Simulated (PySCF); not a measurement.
Si(F)2(H)(NCO) (CHF2NOSi), SMILES O=C=N[SiH](F)F. Atoms are numbered in the order given.

```xyz
7

Si    -0.9251    -0.3635     0.0000
F     -1.5312     0.3737     1.2947
F     -1.5312     0.3737    -1.2947
N      0.7593    -0.1735     0.0000
C      1.9484     0.0041     0.0000
O      3.1035     0.1660     0.0000
H     -1.3206    -1.7755     0.0000
```

Geometry optimised at B3LYP-D3(BJ)/def2-SVP. This is a generated structure with no PubChem entry under its InChIKey; it may be hypothetical. The values are those of a single conformer.

These are r2SCAN/def2-TZVP in PySCF values and carry that method's errors.

* **total energy**: -658.03343 hartree
* **point group**: Cs
* **highest occupied level**: -8.46 eV
* **lowest empty level**: -0.89 eV
* **orbital gap**: 7.56 eV
* **dipole moment**: 1.39 D
* **quadrupole, principal values (traceless, Buckingham form, about the centre of nuclear charge)**: -6.42, 0.56, 5.86 D·Å
* **mean static polarisability**: 41.6 bohr³ (6.16 Å³)
* **polarisability, principal values**: 30.7, 31.1, 62.9 bohr³
